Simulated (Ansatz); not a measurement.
Total energies of C$_{2}$H$_{5}$NOSn (`[CH3][SnH2][N]=C=O`).

Cartesian coordinates in Å:
```
C 0.011 1.129 -1.436
Sn 0.777 0.120 0.267
N -0.618 -1.299 0.672
C -1.165 -1.825 1.600
O -1.735 -2.375 2.461
H -0.942 1.593 -1.183
H -0.142 0.410 -2.240
H 0.708 1.898 -1.769
H 2.214 -0.745 -0.035
H 0.894 1.094 1.664
```

Charge 0, multiplicity 1. Correlated methods include outer-core shells of Sn, which these sets cover unevenly. Sn takes the def2 core potential. The geometry is a stationary point of PBE0-D4/def2-TZVP. It is one conformer, not always the lowest. Basis def2-TZVPP, Ansatz.

RPA on PBE orbitals: Hartree–Fock energy of these orbitals -421.34929 Eh, correlation -1.64850 Eh (frozen core).

```tsv
functional	energy without D4 (Eh)	D4 term (kJ/mol)
LDA (SPW92)	-421.54222	–
PBE	-423.34810	-19.5
revPBE	-423.58462	-55.3
BLYP	-423.48622	-42.0
r2SCAN	-423.56682	-4.8
B97M-V	-423.57511	–
PBE0	-423.36249	-16.6
B3LYP	-423.67589	-31.4
r2SCANh	-423.54173	-5.2
r2SCAN0	-423.50561	-5.7
HSE06 (plane-wave form)	-423.35012	-15.6
BHLYP	-423.40558	-25.5
CAM-B3LYP	-423.48931	-17.0
LC-ωPBE	-423.49712	–
ωB97X-V	-423.51274	–
ωB97M-V	-423.47132	–
B2PLYP	-423.23071	–
PBE-QIDH	-423.13545	–
```

B3LYP takes the VWN-RPA correlation (the form of Gaussian; ORCA's B3LYP/G). HSE06 is the plane-wave form, built on full-range PBE exchange. The double hybrids freeze the cores in their second-order part.

LC-ωPBE has ω = 0.4 bohr⁻¹.
